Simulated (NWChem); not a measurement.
# C$_{2}$H$_{7}$OSi, doublet; SMILES C[SiH]([O])C

Results from NWChem. Spin-unrestricted. The geometry was optimised at PBE-D3(BJ)/def2-SVP, spin-unrestricted. No frequency run checked for a minimum. No stability test was run on the SCF state.

Q: What does the run give for KT2/def2-SVP? Quantities: highest occupied level (eV); lowest empty minus highest occupied level, either spin (eV); dipole (D); <S²>.

A: 
```yaml
highest occupied level (eV): -6.34
lowest empty minus highest occupied level, either spin (eV): 1.21
dipole (D): 2.28
"<S²>": 0.755
```
